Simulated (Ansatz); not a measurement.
Molecule: dibromo(dimethoxy)silane, C₂H₆Br₂O₂Si, net charge 0, singlet state. 
Coordinates optimised at B3LYP-D3(BJ)/def2-TZVP (Ansatz, a first-principles code):
```
Si
O 1 1.6203
C 2 1.4272 1 125.25
H 3 1.0882 2 107.38 1 175.52
H 3 1.0915 4 109.37 2 -119.95
H 3 1.0922 4 109.33 5 -119.48
O 1 1.6203 2 113.64 3 -64.24
C 7 1.4272 1 125.25 2 -64.24
H 8 1.0882 7 107.38 1 175.52
H 8 1.0915 9 109.37 7 -119.95
H 8 1.0922 9 109.33 10 -119.48
Br 1 2.2141 2 110.72 3 54.08
Br 1 2.2141 2 105.35 3 174.38
```
Charge 0, spin multiplicity 1.

Total electronic energies in hartree. Valence correlation only, unless marked. Spin-orbit coupling is left out. Frozen are the shells of the preceding noble gas and the d and f shells that filled before the atom's block. Non-relativistic. CBS marks a two-point X^-3 extrapolation of the correlation energy; Hartree-Fock from the larger set.

```tsv
level	program	energy (Eh)
HF/def2-QZVPP	Ansatz	-5663.13956
HF/def2-QZVPPD	Ansatz	-5663.13968
PBE0/def2-TZVP	Ansatz	___
PBE0/def2-QZVPP	Ansatz	-5667.51739
BHLYP-D4/def2-TZVPD	Ansatz + dftd4	___
wB97X-V/def2-TZVPD	Ansatz	-5667.77807
B2PLYP-D3(BJ)/def2-TZVPD	Ansatz + dftd3	-5667.25039
MP2/def2-TZVPP	Ansatz	-5664.27143
CCSD(T)/CBS(def2-TZVPP,def2-QZVPP)	Ansatz	-5664.6751
```

Task: Fill in the missing entries.

Result: 
- PBE0/def2-TZVP, energy (Eh): -5667.38663
- BHLYP-D4/def2-TZVPD, energy (Eh): -5668.24671
